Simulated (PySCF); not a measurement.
Compound: C3H8O3Si2.
Z-matrix (Å and degrees, PBE0-D3(BJ)/def2-SVP geometry), rows numbered from 1:
```
O 
C   1  1.2041
O   2  1.3427  1  122.61
Si  2  1.9236  1  124.57  3   176.36
C   4  1.8934  2  110.13  1  -110.71
C   5  1.5458  4  106.99  2  -142.58
Si  6  1.8968  5  106.97  4    32.55
O   4  1.6727  2  111.33  1   138.60
H   3  0.9736  2  106.85  1    -0.71
H   4  1.4868  2  107.03  1    16.84
H   5  1.1039  4  106.28  2   -24.98
H   5  1.1013  4  114.01  2    92.22
H   6  1.1039  5  110.27  4   -84.10
H   6  1.1019  5  112.05  4   157.56
H   7  1.4931  6  113.27  5    89.09
H   7  1.4909  6  113.69  5  -145.30
```

Level: PBE0/pcSseg-1 and CAM-B3LYP/def2-SVPD in PySCF, non-relativistic, on one gas-phase PBE0-D3(BJ)/def2-SVP geometry that isn't relaxed in the solvent. The solvent is an IEF-PCM continuum (Bondi radii, 1.10 Å for H, scaled by 1.2). Specific hydrogen bonds and non-electrostatic terms are outside this model.

Gas phase at PBE0/pcSseg-1: HOMO -7.74 eV, LUMO -0.80 eV, dipole 2.67 D.

**Question.** What does the continuum do to the energy, the frontier levels and the dipole at PBE0/pcSseg-1 in methanol and acetonitrile?

**Answer.** 
| solvent | ε | E(solvent) − E(gas) (kJ/mol) | polarisation term (kJ/mol) | distortion of the solute (kJ/mol) | HOMO (eV) | LUMO (eV) | dipole (D) |
| --- | --- | --- | --- | --- | --- | --- | --- |
| methanol | 32.61 | -31.13 | -34.96 | 3.83 | -7.81 | -0.83 | 3.40 |
| acetonitrile | 35.69 | -31.27 | -35.14 | 3.87 | -7.81 | -0.83 | 3.40 |

Polarisation term: ½ Σ q·V over the induced surface charges. Distortion: the rise of the solute's own energy as its density leaves the gas-phase optimum. From methanol to acetonitrile the lowering changes by a factor 1.00, Onsager's factor (ε − 1)/(2ε + 1) by 1.00 and ε itself by 1.1.

**Question.** Which radius a makes the point-dipole formula ΔE = −[(ε − 1)/(2ε + 1)]·μ²/a³ give the value in acetonitrile, with the gas-phase dipole?

**Answer.** μ = 1.049 au and |ΔE| = 0.01191 Eh give a = 1.87 Å; the farthest nucleus lies 3.70 Å from the centroid of the nuclei, so such a sphere wouldn't even hold the nuclei. The formula assumes a rigid point dipole at the centre of a sphere.

**Question.** Which Hirshfeld charges (PBE0/pcSseg-1) respond most in acetonitrile (means over atoms taken as equivalent)?

**Answer.** 
```csv
atoms,environment,gas (e),solvent (e),change
O1,acid carbonyl oxygen,-0.265,-0.297,-0.032
H9,acid proton,+0.181,+0.198,+0.017
O8,siloxane oxygen,-0.318,-0.331,-0.013
H12,methylene hydrogen,+0.044,+0.050,+0.006
H14,methylene hydrogen,+0.043,+0.049,+0.006
H13,methylene hydrogen,+0.042,+0.048,+0.006
C2,carbonyl carbon,+0.119,+0.124,+0.005
H11,methylene hydrogen,+0.041,+0.045,+0.004
```

**Question.** Which Mayer bond orders change most in acetonitrile?

**Answer.** 
```
  bond  length (Å)    gas  solvent  change
 O1–C2       1.204  1.899    1.867  -0.032
 C2–O3       1.343  1.105    1.126  +0.021
Si7–O8       1.685  0.905    0.889  -0.016
Si4–C5       1.893  0.919    0.934  +0.015
 O3–H9       0.974  0.921    0.908  -0.013
C6–Si7       1.897  0.912    0.924  +0.012
O8–Si4       1.673  0.930    0.921  -0.009
C5–H12       1.101  0.945    0.941  -0.004
```

**Question.** How do the nuclear quadrupole coupling constants eQVzz/h respond in acetonitrile?

**Answer.** 
```json
{"nucleus": "17O at O1", "Q (barn)": "-0.0256", "gas (MHz)": "9.52", "solvent (MHz)": "9.36", "η gas": "0.32", "η solvent": "0.24"}
{"nucleus": "17O at O3", "Q (barn)": "-0.0256", "gas (MHz)": "-9.31", "solvent (MHz)": "-8.86", "η gas": "0.49", "η solvent": "0.48"}
{"nucleus": "17O at O8", "Q (barn)": "-0.0256", "gas (MHz)": "-5.80", "solvent (MHz)": "-5.75", "η gas": "0.35", "η solvent": "0.34"}
```

Gas phase at CAM-B3LYP/def2-SVPD: HOMO -9.26 eV, LUMO 0.19 eV, dipole 2.74 D.

**Question.** What does the continuum do to the energy, the frontier levels and the dipole at CAM-B3LYP/def2-SVPD in acetonitrile?

**Answer.** 
```json
{"solvent": "acetonitrile", "ε": "35.69", "E(solvent) − E(gas) (kJ/mol)": "-31.59", "polarisation term (kJ/mol)": "-36.35", "distortion of the solute (kJ/mol)": "4.76", "HOMO (eV)": "-9.30", "LUMO (eV)": "0.18", "dipole (D)": "3.59"}
```

**Question.** How does the static polarisability (CAM-B3LYP/def2-SVPD, frozen core, with the continuum's full static response) change?

**Answer.** 
| medium | isotropic (au) | principal values (au) | ⟨r²⟩ of the electrons (bohr²) |
| --- | --- | --- | --- |
| gas | 92.1 | 80.5, 87.9, 107.8 | 1466.4 |
| acetonitrile | 122.0 | 109.5, 119.8, 136.9 | 1466.3 |

The isotropic value in acetonitrile is 1.33 times the gas-phase one; no cavity-field correction is applied. ⟨r²⟩ is taken about the centre of nuclear charge.

Time: 24 s wall; peak memory 1.2 GiB. Hardware: an Arm Neoverse V2 with one thread, on a shared host. This is the whole shielding run at PBE0/pcSseg-1 in acetonitrile, SCF included.
